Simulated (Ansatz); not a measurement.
```yaml
crystal:
  periodic: [false, false, false]
  atoms:
    - {symbol: O, position_ang: [-1.650626, -2.028540, 1.155503]}
    - {symbol: C, position_ang: [-1.022554, -1.129966, 0.673484]}
    - {symbol: C, position_ang: [0.489016, -1.130319, 0.644241]}
    - {symbol: C, position_ang: [1.130585, -0.160853, -0.333152]}
    - {symbol: C, position_ang: [0.408870, 1.168619, -0.243513]}
    - {symbol: C, position_ang: [-1.046704, 0.957758, -0.575924]}
    - {symbol: O, position_ang: [-1.681445, -0.051094, 0.213526]}
    - {symbol: H, position_ang: [0.799366, -2.163196, 0.483830]}
    - {symbol: H, position_ang: [0.788175, -0.878548, 1.668568]}
    - {symbol: H, position_ang: [2.196025, -0.056331, -0.116032]}
    - {symbol: H, position_ang: [1.052540, -0.548225, -1.355019]}
    - {symbol: H, position_ang: [0.506470, 1.586002, 0.764637]}
    - {symbol: H, position_ang: [0.822591, 1.902100, -0.940717]}
    - {symbol: H, position_ang: [-1.636791, 1.860093, -0.410594]}
    - {symbol: H, position_ang: [-1.155529, 0.672491, -1.628848]}
basis:
  gaussian: {orbitals: def2-SVP}
magnetization: {spin_polarized: true, initial_magnetization: 1}
hamiltonian: {xc: {name: B97M-V}}
accuracy: high
```

```sh
$ ansatz run in.yaml --threads 2 --pin off --events-out ev --progress --plain --max-ram 22528MiB --backend cpu
```

It prints (some lines left out):

```
Error: a molecule whose nuclei and cores have a total charge of 54 cannot have a net charge of 0 together with 1 unpaired electrons
```

In this input the number of unpaired electrons doesn't fit the electron count. The input was rejected before any iteration.
